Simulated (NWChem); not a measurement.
System: CH4CdO; SMILES [Cd]([OH])[CH3]

The following NWChem deck was run.

```
start job
memory heap 200 mb stack 900 mb global 1100 mb
geometry units angstroms noautoz
  Cd    -0.592215     0.125846     0.001196
  C     -0.682192    -1.960848     0.002402
  H     -0.189172    -2.363801    -0.894020
  H     -1.728428    -2.299965     0.009492
  H     -0.177675    -2.363294     0.892663
  O     -0.619185     2.097790     0.000045
  H      0.260794     2.489204    -0.000159
end
basis spherical
  * library def2-svp
end
ecp
  Cd library def2-ecp
end
dft
  xc xpbe96 cpbe96
  grid fine
  iterations 150
  mulliken
end
task dft gradient
```

NWChem printed, in part:

```
             Northwest Computational Chemistry Package (NWChem) 7.3.0
             --------------------------------------------------------

 C1  symmetry detected

                             Geometry "geometry" -> ""
                             -------------------------

 Output coordinates in angstroms (scale by  1.889725989 to convert to a.u.)

  No.       Tag          Charge          X              Y              Z
 ---- ---------------- ---------- -------------- -------------- --------------
    1 Cd                  48.0000     0.00252214     0.02714832    -0.00000186
    2 C                    6.0000    -0.02352374    -2.06132260    -0.00002576
    3 H                    1.0000     0.48186214    -2.44846702    -0.89652816
    4 H                    1.0000    -1.05888835    -2.43231762     0.00654722
    5 H                    1.0000     0.49282072    -2.44865397     0.89015829
    6 O                    8.0000    -0.08481080     1.99734242    -0.00002504
    7 H                    1.0000     0.78277156     2.41551554     0.00026700

 Effective nuclear repulsion energy (a.u.)     238.5830155830

 Summary of "ao basis" -> "ao basis" (spherical)
 ------------------------------------------------------------------------------
       Tag                 Description            Shells   Functions and Types
 ---------------- ------------------------------  ------  ---------------------
 Cd                         def2-svp                11       31   5s3p2d1f
 C                          def2-svp                 6       14   3s2p1d
 H                          def2-svp                 3        5   2s1p
 O                          def2-svp                 6       14   3s2p1d

            General Information
            -------------------
          SCF calculation type: DFT
          Wavefunction type:  closed shell.
          No. of atoms     :     7
          No. of electrons :    38
           Alpha electrons :    19
            Beta electrons :    19
          Charge           :     0
          Spin multiplicity:     1
          Use of symmetry is: off; symmetry adaption is: off
          Maximum number of iterations: 150
          AO basis - number of functions:    79
                     number of shells:    35
          Convergence on energy requested:  1.00D-06
          Convergence on density requested:  1.00D-05
          Convergence on gradient requested:  5.00D-04

              XC Information
              --------------
          PerdewBurkeErnzerhof Exchange Functional  1.000
            Perdew 1991 LDA Correlation Functional  1.000 local
           PerdewBurkeErnz. Correlation Functional  1.000 non-local

             Grid Information
             ----------------
          Grid used for XC integration:  fine
          Radial quadrature: Mura-Knowles
          Angular quadrature: Lebedev.
          Tag              B.-S. Rad. Rad. Pts. Rad. Cut. Ang. Pts.
          ---              ---------- --------- --------- ---------
          Cd                  1.55      141          10.0       974
          C                   0.70       70          12.0       590
          H                   0.35       60          13.0       590
          O                   0.60       70          12.0       590
          Grid pruning is: on
          Number of quadrature shells:   521
          Spatial weights used:  Erf1

      Superposition of Atomic Density Guess
      -------------------------------------

 Sum of atomic energies:        -306.28676645

      Non-variational initial energy
      ------------------------------

 Total energy =    -281.954146
 1-e energy   =    -678.073566
 2-e energy   =     282.707814
 HOMO         =      -0.355051
 LUMO         =      -0.037390

     ---------------------------------------------
      Total Density - Mulliken Population Analysis
     ---------------------------------------------

    Atom       Charge   Shell Charges
 -----------   ------   -------------------------------------------------------
    1 Cd  20    19.07  -0.37  1.63  0.74  0.60  0.32  5.95  0.17  0.06  9.10  0.87  0.00
    2 C    6     6.58   1.99  0.95  0.32  2.02  1.29  0.01
    3 H    1     0.88   0.66  0.19  0.03
    4 H    1     0.88   0.66  0.19  0.03
    5 H    1     0.88   0.66  0.19  0.03
    6 O    8     9.04   1.99  1.12  0.69  3.14  2.09  0.00
    7 H    1     0.67   0.54  0.07  0.06

   convergence    iter        energy       DeltaE   RMS-Dens  Diis-err
 ---------------- ----- ----------------- --------- --------- ---------
 d= 0,ls=0.0,diis     1   -283.1205273539 -3.97D+02  3.95D-02  8.26D-01
 d= 0,ls=0.0,diis     2   -280.9024593773  2.22D+00  3.28D-02  1.67D+01
 d= 0,ls=0.0,diis     3   -283.2229795671 -2.32D+00  4.37D-03  5.00D-02
 d= 0,ls=0.0,diis     4   -283.2208396524  2.14D-03  2.45D-03  6.23D-02
 d= 0,ls=0.0,diis     5   -283.2291592091 -8.32D-03  5.57D-04  2.65D-03
  Resetting Diis
 d= 0,ls=0.0,diis     6   -283.2294806894 -3.21D-04  1.87D-04  2.15D-04
 d= 0,ls=0.0,diis     7   -283.2295069401 -2.63D-05  8.45D-05  1.48D-05
 d= 0,ls=0.0,diis     8   -283.2295059734  9.67D-07  5.20D-05  2.39D-05
 d= 0,ls=0.0,diis     9   -283.2295084221 -2.45D-06  7.56D-06  4.54D-07
 d= 0,ls=0.0,diis    10   -283.2295084561 -3.40D-08  2.78D-06  1.32D-07

         Total DFT energy =     -283.229508456057
      One electron energy =     -680.198886497369
           Coulomb energy =      314.319804582211
    Exchange-Corr. energy =      -30.762032698013
 Nuclear repulsion energy =      113.411606157114

 Numeric. integr. density =       38.000000730283

                       DFT Final Molecular Orbital Analysis
                       ------------------------------------

 Vector   17  Occ=2.000000D+00  E=-2.661374D-01
              MO Center=  5.2D-02, -4.1D-01,  2.5D-05, r^2= 3.5D+00
   Bfn.  Coefficient  Atom+Function         Bfn.  Coefficient  Atom+Function
  ----- ------------  ---------------      ----- ------------  ---------------
     4      0.554005  1 Cd s                  2     -0.364708  1 Cd s
    36      0.317110  2 C  py                64      0.192078  6 O  px
    39      0.177219  2 C  py                 5      0.166677  1 Cd s
    19      0.163156  1 Cd d  2              63     -0.157054  6 O  s
     1      0.148092  1 Cd s                 65     -0.135215  6 O  py

 Vector   18  Occ=2.000000D+00  E=-2.321300D-01
              MO Center= -9.1D-02,  8.8D-01, -2.5D-05, r^2= 3.9D+00
   Bfn.  Coefficient  Atom+Function         Bfn.  Coefficient  Atom+Function
  ----- ------------  ---------------      ----- ------------  ---------------
    65      0.415826  6 O  py                68      0.309535  6 O  py
    64     -0.296048  6 O  px                36      0.279184  2 C  py
    67     -0.217109  6 O  px                39      0.215672  2 C  py
     7      0.167045  1 Cd py                34      0.166693  2 C  s
    10     -0.140742  1 Cd py                63      0.089776  6 O  s

 Vector   19  Occ=2.000000D+00  E=-2.093323D-01
              MO Center= -6.0D-02,  1.8D+00, -3.7D-05, r^2= 1.1D+00
   Bfn.  Coefficient  Atom+Function         Bfn.  Coefficient  Atom+Function
  ----- ------------  ---------------      ----- ------------  ---------------
    66      0.606164  6 O  pz                69      0.463400  6 O  pz
    16     -0.176238  1 Cd d -1              14      0.144118  1 Cd pz
    11      0.081255  1 Cd pz                 8     -0.071440  1 Cd pz
    47      0.057200  3 H  s                 57     -0.056776  5 H  s
    79      0.030798  7 H  pz                46      0.028820  3 H  s

 Vector   20  Occ=0.000000D+00  E=-4.143490D-02
              MO Center=  5.6D-01,  1.4D-01,  1.0D-04, r^2= 5.1D+00
   Bfn.  Coefficient  Atom+Function         Bfn.  Coefficient  Atom+Function
  ----- ------------  ---------------      ----- ------------  ---------------
     5      0.891147  1 Cd s                 34     -0.630103  2 C  s
    63     -0.327178  6 O  s                 39     -0.274729  2 C  py
    19     -0.266644  1 Cd d  2              12      0.248678  1 Cd px
    36     -0.237287  2 C  py                65      0.215115  6 O  py
    52      0.185484  4 H  s                 68      0.184935  6 O  py

 Vector   21  Occ=0.000000D+00  E=-2.228846D-02
              MO Center= -5.3D-01, -3.4D-02, -4.0D-04, r^2= 5.3D+00
   Bfn.  Coefficient  Atom+Function         Bfn.  Coefficient  Atom+Function
  ----- ------------  ---------------      ----- ------------  ---------------
    12      0.849548  1 Cd px                34      0.300562  2 C  s
     9      0.287353  1 Cd px                 5     -0.255737  1 Cd s
     6     -0.232813  1 Cd px                63      0.175831  6 O  s
    76     -0.150943  7 H  s                 13      0.143946  1 Cd py
    57     -0.129979  5 H  s                 47     -0.128169  3 H  s

 Vector   22  Occ=0.000000D+00  E=-1.634032D-02
              MO Center= -1.1D-02,  1.2D-01,  2.9D-04, r^2= 5.6D+00
   Bfn.  Coefficient  Atom+Function         Bfn.  Coefficient  Atom+Function
  ----- ------------  ---------------      ----- ------------  ---------------
    14      0.871816  1 Cd pz                11      0.287609  1 Cd pz
     8     -0.234551  1 Cd pz                66     -0.202138  6 O  pz
    69     -0.192718  6 O  pz                47      0.134229  3 H  s
    57     -0.133242  5 H  s                 46      0.087885  3 H  s
    56     -0.087251  5 H  s                 37     -0.073167  2 C  pz

     ---------------------------------------------
      Total Density - Mulliken Population Analysis
     ---------------------------------------------

    Atom       Charge   Shell Charges
 -----------   ------   -------------------------------------------------------
    1 Cd  20    19.57  -0.39  1.72  0.67  0.88  0.21  5.99  0.31  0.20  8.96  1.02  0.00
    2 C    6     6.32   1.98  0.90  0.27  2.07  1.08  0.02
    3 H    1     0.94   0.72  0.19  0.02
    4 H    1     0.94   0.72  0.19  0.02
    5 H    1     0.94   0.72  0.19  0.02
    6 O    8     8.45   1.99  1.08  0.71  2.81  1.86  0.01
    7 H    1     0.84   0.69  0.08  0.07

     -------------------------------------------
      Total Density - Lowdin Population Analysis
     -------------------------------------------

    Atom       Charge   Shell Charges
 -----------   ------   -------------------------------------------------------
    1 Cd  20    19.62   0.01  1.03  0.93  0.64  0.33  5.65  0.69  0.30  8.59  1.45  0.00
    2 C    6     6.28   1.96  0.59  0.35  1.85  1.48  0.04
    3 H    1     0.96   0.62  0.26  0.07
    4 H    1     0.96   0.62  0.26  0.07
    5 H    1     0.96   0.62  0.26  0.07
    6 O    8     8.28   1.97  0.91  0.65  2.66  2.08  0.01
    7 H    1     0.94   0.57  0.18  0.19

     Multipole analysis of the density
     ---------------------------------

     L   x y z        total         alpha         beta         nuclear
     -   - - -        -----         -----         ----         -------
     0   0 0 0     -0.000000    -19.000000    -19.000000     38.000000

     1   1 0 0      0.494233      0.313843      0.313843     -0.133452
     1   0 1 0     -0.507996      0.464243      0.464243     -1.436481
     1   0 0 1      0.000161      0.000031      0.000031      0.000099

     2   2 0 0    -23.451585    -15.779004    -15.779004      8.106422
     2   1 1 0      2.806853     -0.412314     -0.412314      3.631482
     2   1 0 1      0.000203      0.000133      0.000133     -0.000063
     2   0 2 0    -28.190781   -159.019610   -159.019610    289.848438
     2   0 1 1      0.000692      0.000225      0.000225      0.000241
     2   0 0 2    -24.793700    -15.246894    -15.246894      5.700088

            General Information
            -------------------
          SCF calculation type: DFT
          Wavefunction type:  closed shell.
          No. of atoms     :     7
          No. of electrons :    38
           Alpha electrons :    19
            Beta electrons :    19
          Charge           :     0
          Spin multiplicity:     1
          Use of symmetry is: off; symmetry adaption is: off
          Maximum number of iterations: 150
          AO basis - number of functions:    79
                     number of shells:    35
          Convergence on energy requested:  1.00D-06
          Convergence on density requested:  1.00D-05
          Convergence on gradient requested:  5.00D-04

              XC Information
              --------------
          PerdewBurkeErnzerhof Exchange Functional  1.000
            Perdew 1991 LDA Correlation Functional  1.000 local
           PerdewBurkeErnz. Correlation Functional  1.000 non-local

             Grid Information
             ----------------
          Grid used for XC integration:  fine
          Radial quadrature: Mura-Knowles
          Angular quadrature: Lebedev.
          Tag              B.-S. Rad. Rad. Pts. Rad. Cut. Ang. Pts.
          ---              ---------- --------- --------- ---------
          Cd                  1.55      141          10.0       974
          C                   0.70       70          12.0       590
          H                   0.35       60          13.0       590
          O                   0.60       70          12.0       590
          Grid pruning is: on
          Number of quadrature shells:   521
          Spatial weights used:  Erf1

          Convergence Information
          -----------------------
          Convergence aids based upon iterative change in
          total energy or number of iterations.
          Levelshifting, if invoked, occurs when the
          HOMO/LUMO gap drops below (HL_TOL):  1.00D-02
          DIIS, if invoked, will attempt to extrapolate
          using up to (NFOCK): 10 stored Fock matrices.

                    Damping( 0%)  Levelshifting(0.5)       DIIS
                  --------------- ------------------- ---------------
          dE  on:    start            ASAP                start
          dE off:    2 iters        150 iters           150 iters

                            NWChem DFT Gradient Module
                            --------------------------

  charge          =   0.00
  wavefunction    = closed shell

                         DFT ENERGY GRADIENTS

    atom               coordinates                        gradient
                 x          y          z           x          y          z
   1 Cd      0.004766   0.051303  -0.000004   -0.001597   0.003231  -0.000004
   2 C      -0.044453  -3.895335  -0.000049    0.000390  -0.001695  -0.000024
   3 H       0.910587  -4.626932  -1.694193   -0.002392   0.001187   0.004273
   4 H      -2.001009  -4.596414   0.012372    0.004908   0.001329  -0.000014
   5 H       0.931296  -4.627285   1.682155   -0.002458   0.001169  -0.004232
   6 O      -0.160269   3.774430  -0.000047    0.012384  -0.001136   0.000005
   7 H       1.479224   4.564662   0.000505   -0.011235  -0.004084  -0.000004
```

Level: PBE/def2-SVP with def2 effective core potentials on Cd. Structure relaxed at the PBE0/def2-SVP level. def2 effective core potentials on Cd; no spin-orbit coupling.
